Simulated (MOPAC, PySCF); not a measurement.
CH$_{4}$OSi, SMILES `[SiH3]C=O`, neutral singlet in the gas phase. 

Cartesian coordinates (Å):
```xyz
7

O      1.6725    -1.0112    -0.6573
C      1.1260    -0.0703    -0.1332
Si    -0.7850     0.0437     0.1076
H      1.7453     0.7831     0.2354
H     -1.4268    -1.1637    -0.4484
H     -1.0563     0.1768     1.5589
H     -1.2609     1.2695    -0.5768
```
Charge 0, multiplicity 1.

All levels are single points at this geometry (B3LYP-D3(BJ)/def2-TZVP); Pople sets use spherical d functions. Orbital energies aren't observables, and empty levels follow the basis.

```
level                            HOMO (eV)  LUMO (eV)  gap (eV)  dipole (D)  vertical IE, Delta-SCF (eV)
-------------------------------  ---------  ---------  --------  ----------  ---------------------------
B3LYP-D3(BJ)/def2-TZVP in PySCF      -6.95      -1.91      5.03        2.20                         9.60
PBE-D3(BJ)/def2-TZVP in PySCF        -5.68      -2.83      2.85        1.99                         9.39
B3LYP/6-31G* in PySCF                -6.63      -1.48      5.15        2.06                         9.45
B3LYP/LANL2DZ in PySCF               -6.82      -1.70      5.12        2.57                            –
BP86/6-31G* in PySCF                 -5.47      -2.52      2.95        1.88                            –
SVWN5/6-31G* in PySCF                -5.43      -2.64      2.79        1.92                         9.39
HF/STO-3G in PySCF                   -7.95       7.98     15.92        1.70                            –
AM1 in MOPAC                         -9.97       0.51     10.48        2.12                            –
PM3 in MOPAC                         -9.52       0.14      9.66        2.02                            –
```
